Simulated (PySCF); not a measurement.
Species: C2H6N2Si.
Geometry (PBE0-D3(BJ)/def2-SVP, Å), atoms numbered from 1 in this order:
```
atom  x, y, z in Å
C1     2.6245   -0.3380    0.4466
C2     1.4202   -0.1571    0.4673
Si3   -0.4140    0.0855    0.5336
N4    -1.3783   -1.2135   -0.0505
N5    -0.6872    1.4527   -0.4720
H6     3.6879   -0.4986    0.4293
H7    -0.7689    0.1891    1.9824
H8    -1.2766   -1.5302   -1.0082
H9    -1.6172   -1.9774    0.5709
H10    0.0370    2.1506   -0.5904
H11   -1.6165    1.8423   -0.5759
```

Level of theory: core-valence-separated Tamm–Dancoff BHandHLYP/aug-pcX-1 (pcseg-1 on H, def2-SVPD on Si) in PySCF, non-relativistic, gas phase, PBE0-D3(BJ)/def2-SVP geometry. No empirical shift is added; at this level the pattern usually sits a few eV under experiment.

The lowest roots of each edge with f over 0.003 (five at most, numbered afresh; weaker and dark ones are left out), with transition dipoles (au) in the frame of the coordinates:

```json
{"root": "1", "edge": "C", "E (eV)": "282.76", "μx": "0.0132", "μy": "0.0834", "μz": "0.0222"}
{"root": "2", "edge": "C", "E (eV)": "282.80", "μx": "0.0007", "μy": "0.0229", "μz": "-0.0855"}
{"root": "3", "edge": "C", "E (eV)": "283.12", "μx": "0.0135", "μy": "0.0844", "μz": "0.0204"}
{"root": "4", "edge": "C", "E (eV)": "283.23", "μx": "0.0009", "μy": "0.0207", "μz": "-0.0858"}
{"root": "5", "edge": "C", "E (eV)": "285.89", "μx": "-0.0409", "μy": "0.0068", "μz": "-0.0002"}
{"root": "6", "edge": "N", "E (eV)": "399.00", "μx": "-0.0045", "μy": "0.0271", "μz": "0.0039"}
{"root": "7", "edge": "N", "E (eV)": "399.00", "μx": "-0.0068", "μy": "0.0234", "μz": "0.0037"}
{"root": "8", "edge": "N", "E (eV)": "399.90", "μx": "0.0319", "μy": "0.0125", "μz": "0.0293"}
{"root": "9", "edge": "N", "E (eV)": "399.92", "μx": "-0.0225", "μy": "0.0101", "μz": "-0.0440"}
{"root": "10", "edge": "N", "E (eV)": "400.09", "μx": "0.0394", "μy": "0.0162", "μz": "-0.0244"}
```

Problem. What are the oscillator strengths?

Solution. f = (2/3) ΔE |μ|², with ΔE in hartree (27.2114 eV):

| root | ΔE (Eh) | \|μ\|² (au) | f | core hole on |
| --- | --- | --- | --- | --- |
| 1 | 10.3911 | 0.007618 | 0.053 | C2 |
| 2 | 10.3926 | 0.007835 | 0.054 | C2 |
| 3 | 10.4043 | 0.007724 | 0.054 | C1 |
| 4 | 10.4085 | 0.007787 | 0.054 | C1 |
| 5 | 10.5063 | 0.001721 | 0.012 | C1 |
| 6 | 14.6628 | 0.000771 | 0.008 | N4/N5 |
| 7 | 14.6630 | 0.000607 | 0.006 | N4/N5 |
| 8 | 14.6960 | 0.002034 | 0.020 | N4/N5 |
| 9 | 14.6968 | 0.002545 | 0.025 | N4/N5 |
| 10 | 14.7029 | 0.002413 | 0.024 | N5 |

Problem. Molecules are fixed in this frame and the field points along z. What effective strengths 3 f cos²θ do the roots have (θ between field and μ)?

Solution. root 1 (C2): 0.010, root 2 (C2): 0.152, root 3 (C1): 0.009, root 4 (C1): 0.153, root 5 (C1): 0.000, root 6 (N4/N5): 0.000, root 7 (N4/N5): 0.000, root 8 (N4/N5): 0.025, root 9 (N4/N5): 0.057, root 10 (N5): 0.018. Averaged over all orientations cos²θ is 1/3, which gives f back.

One conformer stands for the species.
